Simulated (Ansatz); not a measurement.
Start from `F[Si]1(Cl)CO1` and change one atom or group to get `[SiH3]O[Si]1(Cl)CO1`.

Ansatz, PBE0-D4/def2-TZVP geometries, multiplicity 1. Each molecule was computed in one conformer, which needn't be the lowest.

```csv
property,`F[Si]1(Cl)CO1`
LUMO energy (PBE0/def2-TZVPP) / eV,-0.26
LUMO energy (B3LYP/def2-TZVPP) / eV,-0.55
HOMO–LUMO gap (ωB97M-V/def2-TZVPP) / eV,12.24
HOMO–LUMO gap (B3LYP/def2-TZVPP) / eV,7.51
size of the dipole moment (PBE/def2-TZVPP) / D,1.53
size of the dipole moment (B3LYP/def2-TZVPP) / D,1.69
```

(1) What does the change do to each property? (Estimate.)

Results:

(1) The calculation gave: 
```json
{"property": "LUMO energy (PBE0/def2-TZVPP) / eV", "`[SiH3]O[Si]1(Cl)CO1`": "-0.38", "shift": "-0.12"}
{"property": "LUMO energy (B3LYP/def2-TZVPP) / eV", "`[SiH3]O[Si]1(Cl)CO1`": "-0.61", "shift": "-0.06"}
{"property": "HOMO–LUMO gap (ωB97M-V/def2-TZVPP) / eV", "`[SiH3]O[Si]1(Cl)CO1`": "11.46", "shift": "-0.78"}
{"property": "HOMO–LUMO gap (B3LYP/def2-TZVPP) / eV", "`[SiH3]O[Si]1(Cl)CO1`": "7.00", "shift": "-0.51"}
{"property": "size of the dipole moment (PBE/def2-TZVPP) / D", "`[SiH3]O[Si]1(Cl)CO1`": "1.88", "shift": "0.35"}
{"property": "size of the dipole moment (B3LYP/def2-TZVPP) / D", "`[SiH3]O[Si]1(Cl)CO1`": "2.06", "shift": "0.37"}
```

With PBE0 the HOMO rises by 0.45 eV and the LUMO falls by 0.12 eV, so the gap narrows by about 0.57 eV. PBE moves the HOMO by 0.42 eV and ωB97M-V by 0.45 eV. Dipoles are sizes alone; their direction can turn.

B3LYP here is the variant with VWN-RPA as its local correlation; programs differ in this.
